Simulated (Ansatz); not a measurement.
Born–Oppenheimer molecular dynamics of H₂INOSi (6 atoms, charge 0, multiplicity 1). It starts from a relaxed structure.

The calculation used RKS PBE/def2-SVP (Ansatz 0.2.0).

| Quantity | Value |
| --- | --- |
| ensemble | NVT, Nosé–Hoover chain |
| time step | 1 fs |
| steps asked | 150 |
| set temperature | 700 K |
| thermostat | time constant 20 fs, chain length 3 |
| seed | 955448 |

Frames 2 fs apart, positions in Å, forces in eV/Å.

Velocities at 60.0 fs (Å/ps):

```
N -3.96 0.27 0.15
Si -1.55 3.51 -0.41
O 5.98 -5.67 4.29
I -0.29 -0.30 -0.50
H 30.28 -0.16 -9.20
H 9.17 25.86 12.86
```

```xyz
6
Properties=species:S:1:pos:R:3:forces:R:3 time_fs=60.0 energy_less_start_eV=0.527 T=402
N -0.197 0.966 0.293 -1.30 -2.63 -0.64
Si 0.292 -0.647 0.141 2.25 -2.90 1.33
O 1.308 -1.536 1.053 -2.18 1.92 -1.69
I -0.748 -1.623 -1.937 0.21 0.41 0.60
H -0.313 1.393 -0.578 -0.86 1.01 -2.36
H 0.255 1.608 0.835 1.88 2.18 2.75
6
Properties=species:S:1:pos:R:3:forces:R:3 time_fs=62.0 energy_less_start_eV=0.454 T=510
N -0.206 0.965 0.293 0.71 2.06 0.20
Si 0.290 -0.642 0.141 2.67 -3.36 1.63
O 1.317 -1.545 1.060 -2.50 2.20 -1.97
I -0.748 -1.624 -1.938 0.22 0.42 0.60
H -0.268 1.408 -0.633 -0.49 0.01 -0.07
H 0.297 1.683 0.898 -0.60 -1.34 -0.39
6
Properties=species:S:1:pos:R:3:forces:R:3 time_fs=64.0 energy_less_start_eV=0.673 T=119
N -0.213 0.968 0.293 1.35 3.70 -0.52
Si 0.292 -0.641 0.143 2.68 -3.28 1.63
O 1.321 -1.548 1.061 -2.54 2.24 -1.99
I -0.749 -1.624 -1.938 0.23 0.43 0.62
H -0.242 1.425 -0.694 -0.33 -0.74 1.82
H 0.320 1.714 0.951 -1.38 -2.35 -1.56
6
Properties=species:S:1:pos:R:3:forces:R:3 time_fs=66.0 energy_less_start_eV=0.452 T=527
N -0.217 0.982 0.292 0.92 1.86 -0.92
Si 0.298 -0.645 0.148 2.21 -2.64 1.38
O 1.318 -1.547 1.058 -2.31 2.06 -1.78
I -0.749 -1.625 -1.939 0.26 0.44 0.66
H -0.228 1.416 -0.690 -0.33 -0.46 1.53
H 0.294 1.660 0.948 -0.75 -1.25 -0.87
6
Properties=species:S:1:pos:R:3:forces:R:3 time_fs=68.0 energy_less_start_eV=0.403 T=637
N -0.218 1.000 0.289 -1.02 -3.11 -1.49
Si 0.307 -0.653 0.155 1.33 -1.62 0.82
O 1.309 -1.540 1.051 -1.77 1.61 -1.29
I -0.750 -1.625 -1.939 0.30 0.45 0.71
H -0.228 1.392 -0.633 -0.37 0.77 -0.96
H 0.243 1.563 0.919 1.53 1.90 2.22
6
Properties=species:S:1:pos:R:3:forces:R:3 time_fs=70.0 energy_less_start_eV=0.371 T=716
N -0.222 1.010 0.281 -0.47 -3.96 0.56
Si 0.318 -0.663 0.162 0.19 -0.38 -0.14
O 1.296 -1.529 1.040 -0.89 0.85 -0.48
I -0.750 -1.625 -1.940 0.33 0.43 0.74
H -0.241 1.396 -0.611 -0.29 1.50 -2.30
H 0.243 1.528 0.965 1.13 1.55 1.62
6
Properties=species:S:1:pos:R:3:forces:R:3 time_fs=72.0 energy_less_start_eV=0.322 T=826
N -0.227 1.010 0.275 1.47 -0.80 1.15
Si 0.329 -0.674 0.170 -1.16 1.10 -1.42
O 1.281 -1.516 1.028 0.33 -0.24 0.65
I -0.750 -1.625 -1.939 0.34 0.41 0.76
H -0.265 1.451 -0.664 -0.01 0.19 0.66
H 0.283 1.548 1.068 -0.97 -0.67 -1.79
6
Properties=species:S:1:pos:R:3:forces:R:3 time_fs=74.0 energy_less_start_eV=0.586 T=357
N -0.229 1.008 0.272 1.75 0.37 0.39
Si 0.339 -0.683 0.176 -2.60 2.58 -2.82
O 1.267 -1.504 1.018 1.67 -1.44 1.90
I -0.750 -1.624 -1.939 0.36 0.39 0.78
H -0.290 1.516 -0.697 0.19 -0.85 2.30
H 0.291 1.548 1.110 -1.37 -1.05 -2.54
6
Properties=species:S:1:pos:R:3:forces:R:3 time_fs=76.0 energy_less_start_eV=0.464 T=581
N -0.225 1.006 0.269 1.00 -0.79 -0.40
Si 0.345 -0.689 0.178 -3.73 3.61 -3.89
O 1.256 -1.495 1.012 2.68 -2.31 2.84
I -0.750 -1.624 -1.938 0.38 0.38 0.79
H -0.309 1.552 -0.647 0.13 -0.81 1.56
H 0.249 1.510 1.060 -0.45 -0.07 -0.90
6
Properties=species:S:1:pos:R:3:forces:R:3 time_fs=78.0 energy_less_start_eV=0.579 T=404
N -0.219 1.001 0.266 -0.58 -4.55 -1.28
Si 0.346 -0.691 0.174 -3.96 3.74 -4.14
O 1.252 -1.491 1.013 2.85 -2.44 3.02
I -0.750 -1.623 -1.938 0.39 0.37 0.79
H -0.324 1.561 -0.542 -0.36 0.70 -1.49
H 0.192 1.473 0.982 1.66 2.17 3.09
6
Properties=species:S:1:pos:R:3:forces:R:3 time_fs=80.0 energy_less_start_eV=0.392 T=766
N -0.214 0.985 0.259 0.62 -3.16 1.24
Si 0.342 -0.686 0.165 -3.05 2.83 -3.40
O 1.254 -1.493 1.021 2.08 -1.76 2.31
I -0.749 -1.623 -1.937 0.37 0.35 0.75
H -0.353 1.595 -0.487 -0.62 1.07 -2.27
H 0.189 1.508 1.003 0.60 0.67 1.36
6
Properties=species:S:1:pos:R:3:forces:R:3 time_fs=82.0 energy_less_start_eV=0.319 T=967
N -0.207 0.960 0.256 1.17 2.22 1.41
Si 0.334 -0.679 0.151 -1.42 1.09 -2.02
O 1.261 -1.499 1.035 0.78 -0.63 1.06
I -0.749 -1.622 -1.935 0.32 0.33 0.66
H -0.405 1.663 -0.509 0.03 -1.37 0.54
H 0.209 1.568 1.077 -0.87 -1.64 -1.65
```

Of the whole run (150 fs, mean temperature of the second half 709 K): The conserved energy wandered by up to 6.2 meV per atom (net 2.4 meV per atom), which is poor conservation. A run of 0.15 ps of so small a system gives no equilibrium averages.

Run time: 3.2 min on 1 thread of Intel(R) Xeon(R) 6975P-C (Granite Rapids), with other jobs on the host, peak memory 0.13 GiB.
